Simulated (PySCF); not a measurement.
## [NiF6]4-: what the settings change

[NiF6]4-: Ni(II) (d8), charge -4. The structure is a PBE0-D3(BJ)/def2-SVP, IEF-PCM water geometry optimised for multiplicity 3; coordination octahedral, point group Oh, metal–donor distances 2.08 Å.

```
7

Ni    0.000    0.000    0.000
F     0.000    2.085    0.000
F     0.000   -2.085    0.000
F     0.000    0.000    2.085
F     0.000    0.000   -2.085
F     2.085    0.000    0.000
F    -2.085    0.000    0.000
```

Method (PySCF 2.14, density fitting): CASSCF(8,5) with orbitals averaged over all microstates of the shell, strongly contracted NEVPT2 on the averaged canonical orbitals; basis x2c-TZVPall on the metal, x2c-SVPall elsewhere; spin-free X2C; IEF-PCM water; spin-orbit coupling by state interaction with the mean-field operator over all roots.

Base run: NEVPT2 ground state 3A2g, next 3T2g at 6753, then 3T1g at 11673 cm⁻¹, 10Dq(CASSCF) 5076, B(CASSCF) 1291, ζ 653 cm⁻¹, g 2.340 2.340 2.340, μeff(300 K) 3.41 μB.

(1) What happens with the basis x2c-TZVPall on all atoms?

(2) What happens with orbitals averaged over the highest spin alone?

NEVPT2 lifts 3T2g from 5206 to 6753 cm⁻¹; on the d shell alone it tends to overshoot states that fill the eg-type orbitals.

## Answers

(1) NEVPT2 ground state 3A2g, next 3T2g at 6423, then 3T1g at 11122 cm⁻¹, 10Dq(CASSCF) 4886, B(CASSCF) 1292, ζ 653 cm⁻¹, g 2.355 2.355 2.355, μeff(300 K) 3.43 μB. It took 29 s against 13 s on a shared host of the same kind.

(2) NEVPT2 ground state 3A2g, next 3T2g at 6643, then 3T1g at 11488 cm⁻¹, 10Dq(CASSCF) 5074, B(CASSCF) 1295, ζ 654 cm⁻¹, g 2.346 2.346 2.346, μeff(300 K) 3.42 μB.
